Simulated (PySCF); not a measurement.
Compound: C6H11NSi2.
SMILES with atom numbers: `[NH2:1][Si@@H:2]([SiH3:3])[c:4]1[cH:5][cH:6][cH:7][cH:8][cH:9]1` (hydrogens: H10, H11 on N1; H12 on Si2; H13, H14, H15 on Si3; H16 on C5; H17 on C6; H18 on C7; H19 on C8; H20 on C9)

Geometry (PBE0-D3(BJ)/def2-SVP, Å), atoms numbered from 1 in this order:
```xyz
20
C6H11NSi2 angstrom
N     -1.8460   -1.7972    0.9171
Si    -1.3889   -0.8068   -0.4358
Si    -2.8393    1.0388   -0.4315
C      0.3834   -0.2474   -0.1746
C      0.8716   -0.0445    1.1253
C      2.1710    0.4130    1.3359
C      3.0007    0.6818    0.2474
C      2.5293    0.4878   -1.0509
C      1.2312    0.0247   -1.2584
H     -2.8292   -1.9611    1.1029
H     -1.3022   -2.6297    1.1229
H     -1.4541   -1.4515   -1.7946
H     -4.2740    0.6035   -0.4612
H     -2.6309    1.8654    0.7985
H     -2.5929    1.8987   -1.6318
H      0.2210   -0.2576    1.9786
H      2.5391    0.5623    2.3542
H      4.0196    1.0416    0.4113
H      3.1791    0.6938   -1.9052
H      0.8753   -0.1335   -2.2813
```

All values: PBE0/pcSseg-1 (PySCF, non-relativistic), on one gas-phase PBE0-D3(BJ)/def2-SVP geometry that isn't relaxed in the solvent. The solvent is an IEF-PCM continuum (cavity from Bondi-type radii × 1.2). Only the electrostatic response of the medium enters.

```tsv
run	E − E(gas) (kJ/mol)	HOMO (eV)	HOMO–LUMO gap (eV)	dipole (D)
gas	0.00	-7.06	6.31	1.40
P	-19.55	-7.06	6.28	1.70
Q	-20.56	-7.07	6.28	1.71
```

Problem. The runs were made in acetone and dimethylsulfoxide. Which run belongs to which solvent?

Solution. P = acetone, Q = dimethylsulfoxide. The dielectric constants are 20.49 (acetone), 46.83 (dimethylsulfoxide), and the energy falls further as ε rises. In this model the ground state sees the solvent through ε alone.

Problem. How constant is the ratio of the lowering to (ε − 1)/(2ε + 1)?

Solution. 
```csv
solvent,(ε − 1)/(2ε + 1),E − E(gas) (kJ/mol),ratio (kJ/mol),polarisation term (kJ/mol)
acetone,0.464,-19.55,-42.1,-21.51
dimethylsulfoxide,0.484,-20.56,-42.5,-22.75
```

The ratio changes by +0.9 % in size from acetone to dimethylsulfoxide. The polarisation term is half the interaction of the solute with the induced surface charges.
